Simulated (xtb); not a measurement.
CF₃ (SMILES F[C-](F)F), charge -1, singlet, from a rough starting geometry; xtb 6.7.1 with GFN2-xTB.

Input for xtb:
```
$ xtb mol.xyz --gfn 2 --chrg -1 --opt vtight --json

# file mol.xyz
4

C      0.01738896    -0.02576977     0.34647723
F     -0.05226215     1.28072455    -0.11621584
F      1.12969463    -0.62891702    -0.14549424
F     -1.10283102    -0.60860882    -0.10983920
```

What the program printed (banner, timings and long lists left out):

```
   ID    Z sym.   atoms
    1    6 C      1
    2    9 F      2-4

           -------------------------------------------------
          |                Calculation Setup                |
           -------------------------------------------------

           -------------------------------------------------
          |                 G F N 2 - x T B                 |
           -------------------------------------------------

          ...................................................
          :                      SETUP                      :
          :.................................................:
          :  # basis functions                  16          :
          :  # atomic orbitals                  16          :
          :  # shells                            8          :
          :  # electrons                        26          :
          :  max. iterations                   250          :
          :  Hamiltonian                  GFN2-xTB          :
          :  restarted?                      false          :
          :  GBSA solvation                  false          :
          :  PC potential                    false          :
          :  electronic temp.          300.0000000     K    :
          :  accuracy                    1.0000000          :
          :  -> integral cutoff          0.2500000E+02      :
          :  -> integral neglect         0.1000000E-07      :
          :  -> SCF convergence          0.1000000E-05 Eh   :
          :  -> wf. convergence          0.1000000E-03 e    :
          :  Broyden damping             0.4000000          :
          :  net charge                         -1          :
          :  unpaired electrons                  0          :
          ...................................................

 iter      E             dE          RMSdq      gap      omega  full diag
   1    -16.5213659 -0.165214E+02  0.733E+00   11.17       0.0  T
   2    -16.5250181 -0.365218E-02  0.413E+00   11.23       1.0  T
   3    -16.5253070 -0.288892E-03  0.490E-01   11.25       1.0  T
   4    -16.5253251 -0.180814E-04  0.126E-01   11.24       1.0  T
   5    -16.5253255 -0.417835E-06  0.154E-02   11.24       3.2  T
   6    -16.5253257 -0.253657E-06  0.527E-03   11.24       9.5  T
   7    -16.5253258 -0.519022E-07  0.782E-04   11.24      64.0  T
   8    -16.5253258 -0.343192E-10  0.219E-04   11.24     227.9  T

   *** convergence criteria satisfied after 8 iterations ***

         :::::::::::::::::::::::::::::::::::::::::::::::::::::
         ::                     SUMMARY                     ::
         :::::::::::::::::::::::::::::::::::::::::::::::::::::
         :: total energy             -16.498698107736 Eh    ::
         :: gradient norm              0.148519724399 Eh/a0 ::
         :: HOMO-LUMO gap             11.237486199297 eV    ::
         ::.................................................::
         :: SCC energy               -16.525325763312 Eh    ::
         :: -> isotropic ES            0.181484477419 Eh    ::
         :: -> anisotropic ES         -0.012209197676 Eh    ::
         :: -> anisotropic XC         -0.013460705075 Eh    ::
         :: -> dispersion             -0.001201083494 Eh    ::
         :: repulsion energy           0.026627655577 Eh    ::
         :: add. restraining           0.000000000000 Eh    ::
         :: total charge              -1.000000000000 e     ::
         :::::::::::::::::::::::::::::::::::::::::::::::::::::

      -----------------------------------------------------------
     |                   =====================                   |
     |                        A N C O P T                        |
     |                   =====================                   |
     |               Approximate Normal Coordinate               |
     |                Rational Function Optimizer                |
      -----------------------------------------------------------
[...]
 * total energy  :   -16.4986981 Eh     change       -0.9286083E-10 Eh
 * total energy  :   -16.5178098 Eh     change       -0.1911169E-01 Eh
 * total energy  :   -16.5185617 Eh     change       -0.7519023E-03 Eh
 * total energy  :   -16.5187345 Eh     change       -0.1728506E-03 Eh
 * total energy  :   -16.5187494 Eh     change       -0.1486964E-04 Eh
 * total energy  :   -16.5187659 Eh     change       -0.1648387E-04 Eh
 * total energy  :   -16.5187682 Eh     change       -0.2276200E-05 Eh
 * total energy  :   -16.5187684 Eh     change       -0.2058686E-06 Eh
 * total energy  :   -16.5187684 Eh     change       -0.7593489E-08 Eh
   *** GEOMETRY OPTIMIZATION CONVERGED AFTER 9 ITERATIONS ***
         :: total energy             -16.518768389111 Eh    ::
[...]
         :: -> dispersion             -0.001202342924 Eh    ::
         :: repulsion energy           0.014236813050 Eh    ::
         :: add. restraining           0.000000000000 Eh    ::
         :: total charge              -1.000000000000 e     ::
         :::::::::::::::::::::::::::::::::::::::::::::::::::::

           -------------------------------------------------
          |                Property Printout                |
           -------------------------------------------------

    * Orbital Energies and Occupations

         #    Occupation            Energy/Eh            Energy/eV
      -------------------------------------------------------------
         1        2.0000           -0.5646999             -15.3663
         2        2.0000           -0.5516370             -15.0108
         3        2.0000           -0.5516340             -15.0107
         4        2.0000           -0.3457695              -9.4089
         5        2.0000           -0.3009134              -8.1883
         6        2.0000           -0.3009123              -8.1882
         7        2.0000           -0.2787172              -7.5843
         8        2.0000           -0.2492916              -6.7836
         9        2.0000           -0.2492912              -6.7836
        10        2.0000           -0.2375472              -6.4640
        11        2.0000           -0.2351474              -6.3987
        12        2.0000           -0.2351465              -6.3987
        13        2.0000           -0.1320242              -3.5926 (HOMO)
        14                          0.2303054               6.2669 (LUMO)
        15                          0.2303172               6.2672
        16                          0.2980131               8.1093
      -------------------------------------------------------------
                  HL-Gap            0.3623296 Eh            9.8595 eV
             Fermi-level            0.0491406 Eh            1.3372 eV

     #   Z          covCN         q      C6AA      α(0)
     1   6 C        2.337     0.094    27.073     8.459
     2   9 F        0.781    -0.365    13.082     4.272
     3   9 F        0.781    -0.365    13.082     4.272
     4   9 F        0.781    -0.365    13.082     4.272

 Mol. C6AA /au·bohr⁶  :        253.362057
 Mol. C8AA /au·bohr⁸  :       5212.464031
 Mol. α(0) /au        :         21.275723

Wiberg/Mayer (AO) data.
largest (>0.10) Wiberg bond orders for each atom

 ---------------------------------------------------------------------------
     #   Z sym  total        # sym  WBO       # sym  WBO       # sym  WBO
 ---------------------------------------------------------------------------
     1   6 C    2.593 --     4 F    0.864     2 F    0.864     3 F    0.864
     2   9 F    0.928 --     1 C    0.864
     3   9 F    0.928 --     1 C    0.864
     4   9 F    0.928 --     1 C    0.864
 ---------------------------------------------------------------------------

Topologies differ in total number of bonds
Writing topology from bond orders to xtbtopo.mol

molecular dipole:
                 x           y           z       tot (Debye)
 q only:        0.012      -0.013       0.434
   full:        0.004      -0.008       0.025       0.068
molecular quadrupole (traceless):
                xx          xy          yy          xz          yz          zz
 q only:       -1.573      -0.001      -1.574       0.088      -0.053       3.146
  q+dip:       -1.527      -0.001      -1.528       0.088      -0.056       3.056
   full:       -1.228      -0.001      -1.229       0.070      -0.045       2.457

optimized geometry written to: xtbopt.xyz

           -------------------------------------------------
          | TOTAL ENERGY              -16.518768389111 Eh   |
          | GRADIENT NORM               0.000010004834 Eh/α |
          | HOMO-LUMO GAP               9.859491306406 eV   |
           -------------------------------------------------

normal termination of xtb
```
